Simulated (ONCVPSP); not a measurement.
# Cl (Z = 17): one change to an ONCV potential, before and after

Cl (Z = 17), optimised norm-conserving Vanderbilt (ONCV), made with ONCVPSP 4.0.1 (PBE, scalar-relativistic). Core [Ne], reference 3s1.75 3p5.25. Waves: 3s: rc 1.40 bohr, ncon 4, nbas 8, qcut 4.2 1/bohr, 2 projectors, debl 0.4 Ha; 3p: rc 1.25 bohr, ncon 3, nbas 6, qcut 7.5 1/bohr, 2 projectors, debl 2.6 Ha; d scattering state at 0.32 Ha: rc 1.15 bohr, ncon 4, nbas 7, qcut 9.8 1/bohr, 2 projectors, debl 3.4 Ha. Local part: polynomial inside 1.00 bohr (lpopt 1, dvloc0 0 Ha). Core correction: polynomial model core, fcfact 0.4.

In the s channel the program set the typed energies aside and used -0.767, 0.250 Ha.

Change: s: qcut 3.5.

Cutoffs: the cutoffs (Ha) at which the residual kinetic energy of the hardest occupied pseudo-wave falls to 1 and 0.1 mHa per electron; they do not see the model core or the augmentation charge, which bear on the density cutoff. Errors are all-electron minus pseudo energies relative to the spin-unpolarised reference configuration.

What does the change do?

The potential gets harder (68 Ha and 88 Ha → 78 Ha and 92 Ha); of the 4 tests that both files solve, the error grows in 1 and shrinks in 0 by more than 15 % and 0.3 meV (median size 0.7 → 0.9 meV); neither file shows a bound ghost.

| quantity | base | changed |
| --- | --- | --- |
| cutoff, loose | 68 Ha | 78 Ha |
| cutoff, tight | 88 Ha | 92 Ha |
| loose cutoff by channel | s 68 Ha, p 14 Ha | s 78 Ha, p 14 Ha |
| bound ghosts | none | none |
| GHOST(+) flags under 300 eV | none | s at 248.1 eV |
| error for 3s2 3p5, meV [ΔE -3.03 eV] | -0.3 | -0.5 |
| error for 3s2 3p4, meV [ΔE 10.85 eV] | +1.0 | +1.3 |
| error for 3s2 3p3, meV [ΔE 36.29 eV] | +16 | +18 |
| error for 3s2 3p4.5, meV [ΔE 2.55 eV] | -0.4 | -0.5 |
| s: phases at 1.42 bohr within 0.05 rad from the reference energy up to (Ha; the scan ends near 5) | to the end of the scan | to the end of the scan |
| p: phases at 1.27 bohr within 0.05 rad from the reference energy up to (Ha; the scan ends near 5) | to the end of the scan | to the end of the scan |
| d: phases at 1.17 bohr within 0.05 rad from the reference energy up to (Ha; the scan ends near 5) | to the end of the scan | to the end of the scan |
| rms error of d²Exc/dni dnj with the model core, mHa | 0.45 | 0.70 |
